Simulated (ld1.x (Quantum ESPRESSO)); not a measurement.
**Pseudopotential generation for rhodium: PAW, LDA (PZ), scalar-relativistic.**

- Element: Rh
- Generator: ld1.x (Quantum ESPRESSO) 7.5
- Type: PAW
- Functional: LDA (PZ)
- Relativity: scalar-relativistic
- Frozen core: [Ar] 3d10
- Valence charge: 17
- Reference configuration: 4s2 4p6 4d8 5s0.75 5p0.25
- Partial waves: 4s (bound): rcut 1.40, rcutus 1.45 bohr; 5s (bound): rcut 1.40, rcutus 1.45 bohr; 4p (bound): rcut 1.75, rcutus 2.20 bohr; 5p (bound): rcut 1.75, rcutus 2.20 bohr; 4d (bound): rcut 1.30, rcutus 1.70 bohr; 4d channel at 1.75 Ry: rcut 1.30, rcutus 1.70 bohr
- Local potential: all-electron potential smoothed inside 1.35 bohr (lloc = -1)
- Core correction: Bessel-smoothed model core, default radius (core density twice the valence density)
- Augmentation charge: PSQ, inside the norm-conserving radii

(1) Estimate the cutoffs (Ry, on a coarse ladder) from which the occupation-weighted sum of valence levels, in a spherical-Bessel basis at the reference potential, stays within 10 and 1 mRy of its value at 400 Ry.

(2) Does the potential have ghost states?

(3) Is the overlap operator S = 1 + Σ q|β⟩⟨β| positive definite (Bessel basis up to 400 Ry)?

Answers

(1) 40 Ry and 70 Ry.

(2) No extra level below or beside the all-electron valence levels (s, p, d, f tested).

(3) Yes: its lowest eigenvalue is 0.23 (s channel).

Its largest configuration-test error is +47 meV (4s2 4p6 4d5 5s0 5p0). Test run stopped at test 8 of 9 (negative rho).
